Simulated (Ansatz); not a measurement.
**Cl⁻ ··· NH3**

The pair of Cl⁻ (SMILES [Cl-], atom 1) and NH3 (SMILES N, atoms 2–5), both closed shells, in one local arrangement (a lower one may exist), relaxed at PBE0-D4/def2-TZVPD:

```xyz
5
angstrom
Cl -0.1676 -0.0431 -2.5457
N -0.1308 0.2168 0.7965
H 0.8683 0.3266 0.9406
H -0.3264 -0.7500 1.0375
H -0.2436 0.2497 -0.2288
```

Ansatz 0.2.0; basis: def2-TZVPPD, with def2-QZVPPD for the basis limit; cores frozen in the correlated methods. B3LYP uses VWN-RPA correlation. Extrapolation: Hartree–Fock as exp(−7.88 √X), correlation as X^−2.97. Interaction energies count from these two fragments, frozen as in the pair, with the counterpoise correction; negative means bound.

**Question.** What is the interaction energy by CCSD(T) at an estimated basis limit (MP2 extrapolated from triple and quadruple zeta, plus CCSD(T) − MP2 in triple zeta)? (Judge from chemistry; the value comes from the calculation.)

**Answer.** The calculation gives: -8.89 kcal/mol. Hartree–Fock alone gives -6.20 kcal/mol at the basis limit. It counts from the two fragments frozen as in the pair.

The same quantity by other methods in triple zeta, and each one's difference from that estimate:
```
   method  E_int (kcal/mol)  difference
   PBE-D4             -9.67       -0.78
revPBE-D4             -9.14       -0.25
  BLYP-D4             -8.96       -0.07
r2SCAN-D4             -9.26       -0.37
   B97M-V             -8.69        0.21
  PBE0-D4             -9.41       -0.52
 B3LYP-D4             -9.05       -0.16
 HSE06-D4             -9.41       -0.52
  wB97X-V             -8.84        0.06
  wB97M-V             -8.81        0.09
   B2PLYP             -8.17        0.72
       HF             -6.13        2.76
      MP2             -8.43        0.46
     CCSD             -7.89        1.00
  CCSD(T)             -8.24        0.65
```
Differences are method less estimate.

**Question.** Which atoms make the shortest contact between the fragments?

**Answer.** Cl1 and H5, 2.34 Å apart.

Basis-set superposition shift (counterpoise-corrected less uncorrected): CCSD(T) 0.74; MP2 0.69; HF 0.06; PBE0-D4 0.10; wB97M-V 0.10 kcal/mol.

T1 diagnostic: at most 0.009.

For scale, one of the runs: CCSD(T)/def2-TZVPPD, 139 basis functions, launched by `ansatz run in.yaml --threads 2 --pin off --events-out ev --progress --plain --max-ram 5222MiB`. Hardware: 2 CPU threads of an Intel Xeon Platinum 8488C, shared host. Wall time 6 s; peak host memory 0.75 GiB.
